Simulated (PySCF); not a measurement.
Computed shifts of a molecule C3H5Br, KT2/pcSseg-1 (PySCF), GIAO, gas phase, atoms alike by connectivity averaged where their shifts nearly agree, in ppm (number of nuclei): ¹³C: 147.1 (1), 117.4 (1), 34.4 (1). ¹H: 5.76 (1), 5.61 (1), 2.50 (3). References: ¹³C against TMS (σ = 185.1 ppm); ¹H against TMS (σ = 31.47 ppm), references at their B3LYP-D3(BJ)/def2-TZVP geometries, non-relativistic (without spin–orbit terms, shifts of atoms bonded to Cl or Br come out too high). Coordinates come from a TPSSh-D3(BJ)/def2-SVP optimisation. The values are those of a single conformer.

Q: Pick the molecule that these values belong to.
(A) C=C(C)Br
(B) BrC1CC1
(C) C/C=C\Br

A: A, C=C(C)Br
